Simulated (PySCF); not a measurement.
Order these species by their calculated properties.

Species are written as SMILES; each is one conformer at its optimised geometry, gas phase, non-relativistic unless stated. Electronic properties by PySCF.

The conformers computed, where there is a choice (atom-mapped SMILES and torsion angles):
- `[F:1][C@H:2]([Cl:3])[SiH:4][SiH2:5][PH2:6]`: F1–C2–Si4–Si5 47°, C2–Si4–Si5–P6 44°, H–P6–Si5–Si4 -49°, H–P6–Si5–Si4 44°
- `[O:1][CH2:2][OH:3]`: H–O3–C2–O1 0°
- `[O:1]=[CH:2][O:3][C:4]([F:5])[F:6]`: O1–C2–O3–C4 -2°, C2–O3–C4–F5 28°
- `[CH2:1]=[C:2]([F:3])/[CH:4]=[C:5]([CH3:6])\[CH:7]=[C:8]/[F:9]`: C1–C2–C4–C5 180°, C4–C5–C7–C8 180°

Question: Rank by smallest rotational constant, highest first (GFN2-xTB).
A. `O=CO[C](F)F` [radical]
B. `F[C@H](Cl)[SiH][SiH2]P` [radical]
C. `[O]CO` [radical]
D. `C=C(F)/C=C(C)\C=[C]/F` [radical]
E. `FC1=C(F)[CH][C@@H](C)C=C1` [radical]

Answer: C (9.790 GHz), A (2.083 GHz), E (0.953 GHz), B (0.788 GHz), D (0.683 GHz).

Q: Give the two extremes of that set in cm⁻¹.

A: `C=C(F)/C=C(C)\C=[C]/F` [doublet state]: 0.0228 cm⁻¹; `[O]CO` [doublet state]: 0.3266 cm⁻¹.

Question: Rank by isotropic g value, lowest first (unrestricted B3LYP/pcH-1, mean-field spin–orbit at GFN2-xTB geometries).
A. `O=CO[C](F)F` [radical]
B. `[O]CO` [radical]
C. `C[C@@H]1[CH]C(F)=C(F)C=C1` [radical]
D. `F[C@H](Cl)[SiH][SiH2]P` [radical]

Answer: D (2.00276), C (2.00302), A (2.00323), B (2.01012).

Q: By how much do the two ends of that ranking differ?

A: By 0.00736, between `[O]CO` [doublet state] and `F[C@H](Cl)[SiH][SiH2]P` [doublet state].
